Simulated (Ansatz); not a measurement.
Relaxation of ClFH6Si2 (10 atoms, charge 0, multiplicity 1), to a largest force component of 0.03 eV/Å in at most 50 steps.

Theory: Ansatz 0.2.0, RKS PBE0-D4/def2-SVP.

```xyz
10
Properties=species:S:1:pos:R:3
Si -0.992 0.341 -0.546
F 1.504 1.723 0.327
H -2.261 -0.282 -1.030
H -1.304 1.650 0.087
Si 0.137 -1.208 0.798
H 1.740 1.803 -0.548
Cl 0.138 0.691 -2.304
H 0.740 -2.242 -0.099
H -0.894 -1.871 1.657
H 1.191 -0.604 1.658
```

Task: Where does it end, and by what steps?

Result: The run converged. After 12 steps the energy has fallen by 0.116 eV; H8 moved furthest, 0.79 Å.

```csv
step,energy less start (eV),largest force component (eV/Å),accepted
0,0.0000,1.021,yes
1,-0.0023,2.224,yes
2,-0.0123,0.634,yes
3,-0.0385,1.306,yes
4,-0.0773,0.172,yes
5,-0.0812,0.222,yes
6,-0.0947,0.154,yes
7,-0.1012,0.203,yes
8,-0.1055,0.181,yes
9,-0.1142,0.073,yes
10,-0.1156,0.083,yes
11,-0.1158,0.094,yes
12,-0.1159,0.024,yes
```

```xyz
10
Properties=species:S:1:pos:R:3
Si -1.073 0.411 -0.482
F 1.809 1.288 0.111
H -2.366 -0.159 -0.960
H -1.333 1.724 0.173
Si 0.156 -1.087 0.846
H 1.611 1.269 -0.800
Cl 0.024 0.822 -2.240
H 1.260 -1.666 0.028
H -0.764 -2.193 1.259
H 0.676 -0.410 2.066
```

The run took 37 s on 2 threads of Intel(R) Xeon(R) Platinum 8488C (Sapphire Rapids), on a shared host, peak memory 0.23 GiB.
